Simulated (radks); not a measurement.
Results of a calculation; reference values are marked as such.
Removal energies from the silicon ion Si2+, [Ne] 3s2, by Delta-SCF beside the eigenvalue of the level emptied. Code: a radial shooting solver on a logarithmic mesh with Libxc functionals. Model: scalar-relativistic Kohn-Sham, PBEsol, spin-polarised, spherical densities, finite nucleus; Fermi nuclear charge, rms radius of each element as measured or else 0.836 A^(1/3) + 0.57 fm. Open shells are filled with parallel spins first.

removed from,final configuration,Delta-SCF (eV),-eigenvalue (eV)
3s,[Ne] 3s1,33.287,28.490
2p,[He] 2s2 2p5 3s2,133.36,116.76
2s,[He] 2s1 2p6 3s2,176.03,160.42
1s,1s1 2s2 2p6 3s2,1868.2,1804.2
